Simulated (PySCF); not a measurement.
## 2p core levels of `Cc1cc([SiH3])nnn1`

C₄H₇N₃Si.
Structure used (PBE0-D3(BJ)/def2-SVP), in Å, numbered top down from 1:
```xyz
15
C4H7N3Si angstrom
C     -2.6303    0.1537    0.5173
C     -1.2910   -0.3566    0.0997
C     -0.1307    0.4161    0.1521
C      1.0403   -0.2057   -0.2593
Si     2.7640    0.5830   -0.2926
N      1.0182   -1.4853   -0.6783
N     -0.0996   -2.1578   -0.7077
N     -1.2343   -1.6214   -0.3333
H     -2.6653    0.2895    1.6098
H     -3.4027   -0.5703    0.2303
H     -2.8460    1.1292    0.0567
H     -0.1467    1.4540    0.4960
H      3.6503   -0.1420    0.6612
H      2.6349    2.0124    0.1234
H      3.3159    0.5009   -1.6734
```

Theory: delta-SCF UKS SCAN, pcX-2 on the ionised atom, pcseg-1 elsewhere, spin-free X2C in PySCF. Binding energies are ΔSCF values: E(core-ionised, relaxed orbitals) − E(ground state) at a fixed geometry, referred to the vacuum level. Spin–orbit coupling isn't in the SCF: each 2p doublet comes from a relaxed spin-free hole plus a matrix of the shell (mean-field spin–orbit coupling and the ground-state 2p splitting), with 2p3/2 averaged over its two sublevels. The splitting includes the ligand field, and 2p3/2 is the mean of two sublevels.

| atom | mean of the 2p shell (eV) | splitting (eV) |
| --- | --- | --- |
| Si5 | 107.365 | 0.623 |

Where do the two lines of each doublet lie?

2p3/2 = mean − splitting/3 and 2p1/2 = mean + 2 × splitting/3:

```json
{"atom": "Si5", "environment": "SiH3 silicon", "2p3/2 (eV)": "107.16", "2p1/2 (eV)": "107.78"}
```

What are the 1s binding energies of the same atoms?

Si5 1846.90 eV.

Which Kα1 and Kα2 emission energies and wavelengths follow?

The photon carries the difference of the 1s-hole and 2p-hole states, both at the ground state's geometry; λ = 12398.42 eV Å/E.

```json
{"atom": "Si5", "Kα1 (eV)": "1739.74", "Kα2 (eV)": "1739.12", "λ(Kα1) (Å)": "7.1266", "λ(Kα2) (Å)": "7.1291"}
```

And the 1s levels of the other atoms?

C3 (aromatic CH carbon) 291.34 eV; C1 (benzylic-type carbon) 291.38 eV; C4 (substituted aromatic carbon) 291.65 eV; C2 (substituted aromatic carbon) 292.31 eV; N8 (pyridine-type nitrogen) 405.56 eV; N6 (pyridine-type nitrogen) 405.58 eV; N7 (pyridine-type nitrogen) 406.52 eV.

Isolated species at its PBE0-D3(BJ)/def2-SVP geometry, gas phase.

On one thread of an Arm Neoverse V1, no GPU, on a shared host, this took 2.0 min and 0.63 GiB of memory at its peak.
